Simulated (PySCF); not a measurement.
Molecule: `C(CCC)[C@H](C)[O-]`, [C6H13O]-.

Bonds (- single, = double, # triple, : aromatic): C1-C2, C2-C3, C3-C4, C4-C5, C5-C6, C5-O7. C1 carries H8, H9, H10; C2 carries H11, H12; C3 carries H13, H14; C4 carries H15, H16; C5 carries H17; C6 carries H18, H19, H20. Formal charges: O7 -1. Stereochemistry as in CCCC[C@H](C)[O-].

Total charge -1. H12, H13, H16 are pro-R; H11, H14, H15 are pro-S.

Frames of a GFN2-xTB Langevin trajectory at 300 K; GIAO PBE0/pcSseg-1 shieldings in PySCF 2.14, gas phase, non-relativistic; equivalent atoms averaged within each frame.

Chemical shifts δ = σref − σ; ¹³C (σ = 186.93 ppm) and ¹H (σ = 31.72 ppm) vs TMS; ¹⁷O (σ = 336.08 ppm) against H2O, all at this level. The references are static minima.

**Question.** How do the shifts (ppm) fluctuate along the trajectory?

**Answer.** 
| time (fs) | C5 | C3 | C6 | C4 | C2 | C1 | O7 | H12 | H17 | H13 |
| --- | --- | --- | --- | --- | --- | --- | --- | --- | --- | --- |
| optimised geometry | 90.3 | 40.2 | 37.7 | 43.9 | 19.2 | 17.7 | 154.8 | 8.04 | 5.92 | 2.04 |
| 250 | 88.1 | 47.4 | 40.6 | 39.7 | 23.2 | 15.2 | 162.8 | 7.03 | 6.12 | 2.81 |
| 425 | 101.8 | 47.6 | 43.6 | 43.5 | 27.6 | 19.6 | 210.6 | 6.22 | 7.38 | 2.81 |
| 625 | 95.7 | 47.8 | 47.1 | 47.9 | 28.9 | 12.1 | 173.6 | 4.05 | 6.82 | 1.97 |
| 800 | 86.7 | 45.0 | 36.5 | 40.4 | 25.1 | 19.2 | 142.1 | 7.47 | 5.77 | 3.06 |
| 1000 | 102.4 | 42.7 | 41.2 | 43.9 | 21.3 | 17.9 | 189.5 | 8.82 | 7.19 | 2.18 |
| mean of frames | 94.9 | 46.1 | 41.8 | 43.1 | 25.2 | 16.8 | 175.7 | 6.72 | 6.66 | 2.57 |
| standard deviation | 7.4 | 2.2 | 3.9 | 3.3 | 3.1 | 3.1 | 26.0 | 1.76 | 0.69 | 0.46 |

5 frames give an uncertainty of the mean of about the standard deviation over 2.2 at best, since frames this close in time may not be independent; classical motion lacks zero-point vibration, and the reference would need the same averaging.
